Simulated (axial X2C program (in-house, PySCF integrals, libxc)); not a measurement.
## What spin–orbit coupling does to BeV

Computed with an in-house all-electron X2C program for linear molecules (integrals from PySCF). Spin-free means the one-electron spin-free X2C Hamiltonian; two-component (2c) means X2C with spin–orbit coupling and atomic mean-field two-electron Coulomb and Gaunt terms, so the difference of the two also holds small scalar two-electron terms. Basis: V dyall-cv3z [10s10p6d4f2g], Be dyall-cv3z [8s8p3d1f] (cores contracted in-house); Gaussian nuclei, density fitting, unrestricted open shells. Masses: V 50.944 u, Be 9.012 u.

Spin-free state: M_S = 5/2, Λ = 2 (beyond evenly filled blocks: 2 × σα, π+α, π-α, δ+α); fragments V + Be.

| level | Re (Å) | ωe (cm⁻¹) | μ (D) |
| --- | --- | --- | --- |
| PBE0 | 2.380 | 367.8 | -1.97 |

Dipoles are positive if Be is the positive end.

Two-component determinant lowest at the distance of the search:

Ω = 1/2 (⟨Sz⟩ = 2.50, ⟨Lz⟩ = -2.00 at PBE0); fragments V + Be.

| level | Re (Å) | ωe (cm⁻¹) | μ (D) |
| --- | --- | --- | --- |
| PBE0 | 2.380 | 367.5 | -1.98 |

Q: From the two tables, how do the constants change at the PBE0 level (2c against spin-free)?

A: At the PBE0 level Re is unchanged within 0.001 Å and ωe falls by 0.3 cm⁻¹.

Occupations by symmetry block were frozen at the best pattern of an incomplete PBE0 search. De is not given where an atomic determinant may have missed its ground term or J level, or where the truncated virtual space spoils (T). Density functionals use the spin component along the axis (collinear). Other states lie close and PBE0, whose exact exchange favours high spin, may order them wrongly; the determinant shown need not be the ground state. The nearest other spin-free determinant of the search, M_S = 5/2, Λ = 0, lies 0.17 eV up at the distance of the search. Without a current term, density functionals place determinants with orbital angular momentum somewhat too high. With several unpaired electrons one determinant need not be a pure state.
